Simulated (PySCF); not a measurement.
C2H7NOSi2, SMILES [SiH3]C1=NC[SiH2]O1. Heavy atoms are numbered as in [SiH3:1][C:2]1=[N:3][CH2:4][SiH2:5][O:6]1. Hydrogens are named by the atom that carries them.

Geometry: PBE0-D3(BJ)/def2-SVP. This is a generated structure with no PubChem entry under its InChIKey; it may be hypothetical. The values are those of a single conformer.

All values below come from HF/pcSseg-1 run with PySCF.

GIAO shieldings, no solvent; atoms alike by connectivity are averaged. δ = σ(ref) − σ: ²⁹Si against TMS (σ = 393.8 ppm); ¹³C against TMS (σ = 192.6 ppm); ¹⁵N against NH3 (σ = 267.3 ppm); ¹⁷O against H2O (σ = 333.0 ppm); ¹H against TMS (σ = 31.99 ppm), references at their B3LYP-D3(BJ)/def2-TZVP geometries, non-relativistic.

Computed chemical shifts:
| nucleus | atoms | count | δ (ppm) |
|---|---|---|---|
| ²⁹Si | Si5 (SiH2) | 1 | -6.0 |
| ²⁹Si | Si1 (SiH3) | 1 | -66.7 |
| ¹³C | C2 | 1 | 182.0 |
| ¹³C | C4 (CH2) | 1 | 35.5 |
| ¹⁵N | N3 | 1 | 303.4 |
| ¹⁷O | O6 | 1 | 145.3 |
| ¹H | H on Si5 | 2 | 4.81 |
| ¹H | H on Si1 | 3 | 4.28 |
| ¹H | H on C4 | 2 | 3.21 |
